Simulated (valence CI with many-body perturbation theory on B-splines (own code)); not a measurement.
## Ho²⁶⁺: E2, M1 decay

Computed by configuration interaction combined with many-body perturbation theory (CI+MBPT): five valence electrons over a frozen Dirac-Fock core [Kr], radial functions for each j: 7 s, 7 p, 8 d, 6 f, 4 g, 1 h, with the one-electron correlation potential Σ1 (screened to all orders), the two-electron term Σ2, the three-electron term Σ3, Breit, model QED; selected single and double excitations, second order for the rest (own B-spline code, finite nucleus).

The last digits are not significant, and no measured levels were compared; by estimate large intervals hold to a few tenths of a per cent, small ones and those within an open d or f shell to about a per cent. Only levels of the ground parity were solved; by the run's estimate the other parity begins above the list, which can be wrong where configurations are misplaced.

Lines 51 to 100 of 120 in falling wavelength, among levels below 46.499 eV, chosen from the decays that carry over 1 % of a level's rate. Wavelengths and rates use the calculated energies. Electric multipoles are in the length gauge, E1 and E2 with the static RPA response of the core. Weak lines are less certain than strong ones. Lines between different terms over intervals too small for the method are left out, as are lines whose strength nearly cancels.

Levels are named by their leading jj configuration (3d3/2^4 stands for four electrons in 3d with j = 3/2), which in mixed levels can hold well under half, so a name can repeat and another be missing. Letters in brackets count levels of one name in rising energy.

```tsv
λ vac (nm)	Upper	Lower	Type	A (s⁻¹)	Branch %
128.5	(4d3/2^2 4d5/2^3) J=9/2 [c]	(4d3/2^2 4d5/2^3) J=11/2	M1	2.26e+02	4.0
128.1	(4d3/2^2 4d5/2^3) J=7/2 [c]	(4d3/2^2 4d5/2^3) J=5/2 [a]	M1	2.67e+02	3.0
126.3	(4d3/2 4d5/2^4) J=5/2 [a]	(4d3/2^2 4d5/2^3) J=7/2 [a]	M1	5.58e+03	16.8
126.1	(4d3/2^2 4d5/2^3) J=5/2 [c]	(4d3/2^3 4d5/2^2) J=7/2 [b]	M1	3.19e+03	23.4
124.8	(4d3/2^2 4d5/2^3) J=13/2	(4d3/2^3 4d5/2^2) J=11/2	M1	1.19e+03	98.2
119.5	(4d3/2^2 4d5/2^3) J=3/2 [a]	(4d3/2^3 4d5/2^2) J=3/2 [a]	M1	8.54e+03	43.2
119.5	(4d3/2^2 4d5/2^3) J=5/2 [a]	(4d3/2^3 4d5/2^2) J=5/2 [a]	M1	1.35e+04	81.8
119.4	(4d3/2^3 4d5/2^2) J=7/2 [a]	(4d3/2^4 4d5/2) J=5/2	M1	2.92e+03	87.6
116.2	(4d3/2 4d5/2^4) J=3/2 [a]	(4d3/2^2 4d5/2^3) J=5/2 [b]	M1	3.58e+03	13.1
115.3	(4d3/2^3 4d5/2^2) J=3/2 [a]	(4d3/2^4 4d5/2) J=5/2	M1	1.03e+04	99.2
113.5	(4d3/2^2 4d5/2^3) J=5/2 [b]	(4d3/2^3 4d5/2^2) J=3/2 [a]	M1	1.35e+03	13.3
112.8	(4d3/2 4d5/2^4) J=11/2	(4d3/2^2 4d5/2^3) J=13/2	M1	2.65e+03	13.4
110.5	(4d3/2 4d5/2^4) J=3/2 [a]	(4d3/2^2 4d5/2^3) J=3/2 [a]	M1	9.86e+03	36.0
110.2	(4d3/2 4d5/2^4) J=7/2 [a]	(4d3/2^2 4d5/2^3) J=9/2 [a]	M1	7.82e+03	34.9
109.8	(4d3/2^2 4d5/2^3) J=5/2 [b]	(4d3/2^3 4d5/2^2) J=7/2 [a]	M1	2.62e+03	25.7
108.6	(4d3/2^2 4d5/2^3) J=9/2 [b]	(4d3/2^3 4d5/2^2) J=9/2	M1	7.92e+03	54.8
108.2	(4d3/2^2 4d5/2^3) J=7/2 [b]	(4d3/2^3 4d5/2^2) J=5/2 [b]	M1	1.52e+02	4.2
106.8	(4d3/2 4d5/2^4) J=5/2 [a]	(4d3/2^2 4d5/2^3) J=5/2 [a]	M1	1.94e+04	58.5
106.4	(4d3/2^3 4d5/2^2) J=3/2 [b]	(4d3/2^3 4d5/2^2) J=5/2 [a]	M1	6.16e+02	23.0
104.4	(4d3/2^2 4d5/2^3) J=5/2 [d]	(4d3/2^2 4d5/2^3) J=5/2 [b]	M1	3.83e+03	22.5
104.0	(4d3/2^2 4d5/2^3) J=7/2 [c]	(4d3/2^3 4d5/2^2) J=7/2 [b]	M1	3.13e+03	35.2
103.8	(4d3/2^2 4d5/2^3) J=7/2 [b]	(4d3/2^3 4d5/2^2) J=9/2	M1	1.90e+03	52.9
103.4	(4d3/2 4d5/2^4) J=3/2 [a]	(4d3/2^2 4d5/2^3) J=1/2 [a]	M1	9.11e+03	33.2
102.5	(4d3/2^2 4d5/2^3) J=3/2 [b]	(4d3/2^3 4d5/2^2) J=1/2	M1	1.10e+03	19.7
102.0	(4d3/2 4d5/2^4) J=11/2	(4d3/2^2 4d5/2^3) J=9/2 [a]	M1	3.27e+03	16.6
101.9	(4d3/2^2 4d5/2^3) J=7/2 [a]	(4d3/2^3 4d5/2^2) J=5/2 [a]	M1	1.45e+03	18.7
101.7	(4d3/2^3 4d5/2^2) J=9/2	(4d3/2^4 4d5/2) J=5/2	E2	7.60e-01	1.4
99.80	(4d3/2 4d5/2^4) J=7/2 [a]	(4d3/2^2 4d5/2^3) J=7/2 [a]	M1	6.84e+03	30.5
99.47	(4d3/2^2 4d5/2^3) J=9/2 [b]	(4d3/2^3 4d5/2^2) J=11/2	M1	2.74e+03	19.0
97.43	(4d3/2^2 4d5/2^3) J=3/2 [b]	(4d3/2^3 4d5/2^2) J=5/2 [b]	M1	1.22e+03	21.8
96.96	(4d3/2 4d5/2^4) J=11/2	(4d3/2^2 4d5/2^3) J=11/2	M1	1.19e+04	60.2
93.78	(4d3/2^2 4d5/2^3) J=9/2 [b]	(4d3/2^3 4d5/2^2) J=7/2 [a]	M1	2.58e+03	17.9
93.50	(4d3/2^2 4d5/2^3) J=1/2 [b]	(4d3/2^3 4d5/2^2) J=1/2	M1	3.84e+03	29.7
90.18	(4d3/2^2 4d5/2^3) J=7/2 [b]	(4d3/2^3 4d5/2^2) J=7/2 [a]	M1	1.26e+02	3.5
89.99	(4d3/2^2 4d5/2^3) J=5/2 [c]	(4d3/2^3 4d5/2^2) J=3/2 [a]	M1	2.09e+03	15.4
89.49	(4d3/2 4d5/2^4) J=5/2 [a]	(4d3/2^3 4d5/2^2) J=7/2 [b]	M1	4.35e+02	1.3
88.86	(4d3/2^2 4d5/2^3) J=7/2 [c]	(4d3/2^3 4d5/2^2) J=5/2 [b]	M1	1.57e+03	17.6
87.67	(4d3/2^2 4d5/2^3) J=5/2 [c]	(4d3/2^3 4d5/2^2) J=7/2 [a]	M1	5.89e+03	43.3
87.23	(4d3/2 4d5/2^4) J=7/2 [a]	(4d3/2^2 4d5/2^3) J=5/2 [a]	M1	8.36e+02	3.7
87.12	(4d3/2^2 4d5/2^3) J=9/2 [c]	(4d3/2^3 4d5/2^2) J=7/2 [b]	M1	3.23e+03	58.0
85.89	(4d3/2^2 4d5/2^3) J=7/2 [c]	(4d3/2^3 4d5/2^2) J=9/2	M1	3.63e+03	40.9
85.16	(4d3/2^2 4d5/2^3) J=3/2 [a]	(4d3/2^3 4d5/2^2) J=5/2 [a]	M1	6.88e+03	34.8
84.67	(4d3/2^2 4d5/2^3) J=3/2 [b]	(4d3/2^3 4d5/2^2) J=3/2 [a]	M1	1.97e+03	35.3
84.36	(4d3/2^3 4d5/2^2) J=7/2 [b]	(4d3/2^4 4d5/2) J=5/2	M1	3.80e+02	65.8
83.67	(4d3/2^2 4d5/2^3) J=5/2 [d]	(4d3/2^2 4d5/2^3) J=7/2 [a]	M1	1.78e+03	10.5
80.87	(4d3/2^2 4d5/2^3) J=5/2 [d]	(4d3/2^3 4d5/2^2) J=3/2 [b]	M1	2.75e+03	16.2
80.53	(4d3/2 4d5/2^4) J=3/2 [a]	(4d3/2^2 4d5/2^3) J=5/2 [a]	M1	2.46e+03	9.0
78.45	(4d3/2^2 4d5/2^3) J=1/2 [b]	(4d3/2^3 4d5/2^2) J=3/2 [a]	M1	8.34e+03	64.5
78.06	(4d3/2 4d5/2^4) J=5/2 [a]	(4d3/2^3 4d5/2^2) J=5/2 [b]	M1	4.36e+03	13.1
75.32	(4d3/2 4d5/2^4) J=7/2 [a]	(4d3/2^3 4d5/2^2) J=7/2 [b]	M1	4.65e+02	2.1
```
